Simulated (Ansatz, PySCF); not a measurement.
Process, species as SMILES: [SeH2] (H2Se) -> [SeH2] (H2Se) as doublet, charge +1 + e-
Structures are relaxed separately at B3LYP-D3(BJ)/def2-TZVP in Ansatz (a quantum-chemistry and plane-wave program). A spin state is the lowest found, not a proven ground state.

Quantity: adiabatic ionisation energy (0 K, with B3LYP-D3(BJ) harmonic zero-point energies from PySCF), in eV. Valence correlation only, unless marked. Open shells are spin-unrestricted. No spin-orbit coupling. Frozen are the shells of the preceding noble gas and the d and f shells that filled before the atom's block. Non-relativistic. Basis-set limits of correlation are two-point, X^-3; Hartree-Fock from the larger set (for Q and 5 zeta extrapolated as (X+1)exp(-9√X)).

| level | program | adiabatic ionisation energy (eV) |
|---|---|---|
| revPBE-D4/def2-TZVPD | Ansatz + dftd4 | ___ |
| BP86/def2-TZVPD | PySCF | 9.89 |
| B2GP-PLYP/def2-TZVPD | Ansatz | 9.74 |
| PBE-QIDH/def2-TZVPD | Ansatz | 9.79 |
| CCSD(T)/CBS(cc-pVQZ,cc-pV5Z) | Ansatz | ___ |

Problem. What belongs in the gaps?

Solution. 
- revPBE-D4/def2-TZVPD, adiabatic ionisation energy (eV): 9.71
- CCSD(T)/CBS(cc-pVQZ,cc-pV5Z), adiabatic ionisation energy (eV): 9.88
